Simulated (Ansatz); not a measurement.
Cost and result for the atomization energy of BBrH3NS (`NB(S)Br`) (7 atoms, 6 bonds).

Cartesian coordinates in Å:
```
N 0.8054 0.2916 0.8605
B -0.1200 -0.1701 -0.0662
S -0.7385 0.9222 -1.3742
Br -0.7296 -2.0039 0.0755
H 1.1648 -0.2920 1.5952
H 1.1693 1.2290 0.8538
H -1.5514 0.0232 -1.9446
```

Charge 0, multiplicity 1. Correlated methods include outer-core shells of Br, which these sets cover unevenly. Scalar relativity is left out up to krypton. All single points use the PBE0-D4/def2-TZVP geometry. It is one conformer, not always the lowest. Program: Ansatz. Hardware: A = 2 threads of an AMD EPYC 7R13 on a shared host; B = 2 threads of an AMD EPYC 7R13 on a shared host and a share of an NVIDIA H100 80 GB. Times are those of one run each, without the atoms' runs, and a repeat can differ threefold. Electronic energies, without spin–orbit coupling; frozen cores. CCSD(T)/CBS adds CCSD(T) − MP2 in def2-TZVPP to the MP2 limit, and its time is that of the two runs behind it. T1 = 0.010. With those shells the extrapolation isn't a true limit. B3LYP takes the VWN-RPA correlation (the form of Gaussian; ORCA's B3LYP/G).

CCSD(T)/CBS is a level of theory with its own doubt, some kJ/mol a heavy atom from the limit and from the frozen cores, so smaller differences don't rank the functionals.

```csv
level,functions,wall time,atomization (kJ/mol),difference from CCSD(T)/CBS,per bond
PBE0-D4/def2-TZVPP [A],194,4.2 s,2464.4,22.1,3.7
PBE-D4/def2-TZVPP (with forces) [A],194,4.3 s,2515.8,73.5,12.3
r2SCAN-D4/def2-TZVPP (with forces) [A],194,6 s,2463.1,20.8,3.5
B3LYP-D4/def2-TZVPP (with forces) [A],194,6.5 s,2446.0,3.7,0.6
CCSD(T)/def2-TZVPP [B],194,7.5 s,2362.5,-79.8,-13.3
B2PLYP/def2-TZVPP [A],194,8.5 s,2416.0,-26.3,-4.4
ωB97X-V/def2-TZVPP [A],194,11 s,2455.8,13.5,2.3
ωB97M-V/def2-TZVPP (with forces) [A],194,12 s,2462.0,19.7,3.3
CCSD(T)/def2-QZVPP [B],363,22 s,2407.4,-34.9,-5.8
CCSD(T)/CBS(def2),–,30 s,2442.3,0.0,0.0
```

In def2-TZVPP, CCSD(T) changes the Hartree–Fock value by +632.7 kJ/mol (the triples alone add +46.4 kJ/mol) and MP2 by +694.8 kJ/mol; breaking electron pairs costs correlation energy, which Hartree–Fock lacks. The D4 term adds +27.9 kJ/mol with B3LYP and +14.3 kJ/mol with PBE0; it sums over pairs of atoms, weighted by their polarisabilities, and B3LYP, whose exchange is more repulsive, gets the larger term. From PBE to PBE0 (25 % exact exchange), in def2-TZVPP and without D4, the atomization energy moves by −48.7 kJ/mol: exact exchange takes away binding that semilocal exchange gives to molecules.
